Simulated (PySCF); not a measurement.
A structure optimised at B3LYP-D3(BJ)/def2-SVP, used in a PySCF frequency run:

```
C
C 1 1.3341
F 1 1.3640 2 119.66
H 2 1.0911 1 119.12 3 180.00
H 2 1.0930 4 119.11 1 180.00
B 1 1.5696 2 127.49 4 0.00
F 6 1.3292 1 119.67 2 0.00
O 6 1.3451 7 118.97 1 180.00
H 8 0.9679 6 111.49 7 180.00
```
Charge 0, spin multiplicity 1.

Q: Write its SMILES, formula and point group.

A: C=C(F)B(O)F, C2H3BF2O, Cs

Q: What are its rotational constants (standard atomic weights)?

A: 5.2034, 3.1025, 1.9436 GHz
